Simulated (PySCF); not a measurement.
Two-component Hartree-Fock for Ho²⁺ (holmium, charge +2)

Start: [Xe] 4f11; 4f5/2 filled at m_j = -5/2, -3/2, -1/2, +1/2, +3/2, +5/2; 4f7/2 filled at m_j = -1/2, +1/2, +3/2, +5/2, +7/2. Calculated with PySCF 2.14 in x2c-TZVPall-2c (11s11p10d4f1g, 131 functions): generalised Hartree-Fock with the X2C-1e Hamiltonian and a Gaussian nucleus; one run each with spin-orbit coupling (SO) switched off, then screened by Boettger's factors.

| spinor shell | electrons | ε, spin-free (eV) | ε, screened SO (eV) | weight of nominal j (screened SO) | rms radius, screened SO (bohr) |
| --- | --- | --- | --- | --- | --- |
| 1s1/2 | 2 | -55913.2 | -55901.1 | 1.000 | 0.0236 |
| 2s1/2 | 2 | -9490.4 | -9486.6 | 1.000 | 0.0952 |
| 2p1/2 | 2 | -8405.6 | -9011.9 | 1.000 | 0.0814 |
| 2p3/2 | 4 | -8405.6 | -8150.0 | 1.000 | 0.0881 |
| 3s1/2 | 2 | -2183.5 | -2182.3 | 1.000 | 0.245 |
| 3p1/2 | 2 | -1845.6 | -1974.7 | 1.000 | 0.236 |
| 3p3/2 | 4 | -1845.6 | -1790.3 | 1.000 | 0.250 |
| 3d3/2 | 4 | -1414.6 | -1438.5 | 0.999 | 0.223 |
| 3d5/2 | 6 | -1414.6 | -1397.6 | 1.000 | 0.226 |
| 4s1/2 | 2 | -467.64 | -467.29 | 1.000 | 0.552 |
| 4p1/2 | 2 | -353.97 | -384.09 | 0.997 | 0.566 |
| 4p3/2 | 4 | -353.97 | -340.95 | 0.999 | 0.597 |
| 4d3/2 | 4 | -197.19 | -204.22 | 0.952 | 0.640 |
| 4d5/2 | 6 | -197.19 | -192.24 | 0.968 | 0.650 |
| 5s1/2 | 2 | -75.009 | -74.958 | 1.000 | 1.39 |
| 5p1/2 | 2 | -45.861 | -49.932 | 0.991 | 1.55 |
| 4f5/2 | 6 | -27.657 | -28.501 | 0.706 | 0.912 |
| 4f7/2 | 5 | -27.657 | -26.542 | 0.702 | 0.935 |

(1) Where does 5p3/2 lie, and what is the 5p spin-orbit splitting (screened SO)?

| quantity | spin-free | screened SO |
| --- | --- | --- |
| E (hartree) | -12606.55888 | -12616.45278 |
| M_J | 15/2 | 15/2 |
| ⟨J²⟩ | 63.759 | 63.759 |
| ⟨L²⟩ | 42.004 | 42.391 |
| ⟨S²⟩ | 3.754 | 3.775 |

Each row is a mean over spinors that exchange with the open shell spreads, by up to 14.211 eV (4d5/2).

Rows whose weight is well below 1 are mixtures of j = l ± 1/2: exchange outweighs spin-orbit coupling there, and the label is only the starting occupation.

Breit and QED terms are absent; they matter most for the inner s and p1/2 levels.

Densities and radii are taken from the X2C orbitals without a picture-change correction, which distorts them close to the nucleus.

Without spin-orbit coupling the j labels of p, d and f shells carry no meaning; the spin-free column gives the mean over the occupied spinors of each nl shell.

Results:

(1) At -44.131 eV, 5.802 eV above 5p1/2.
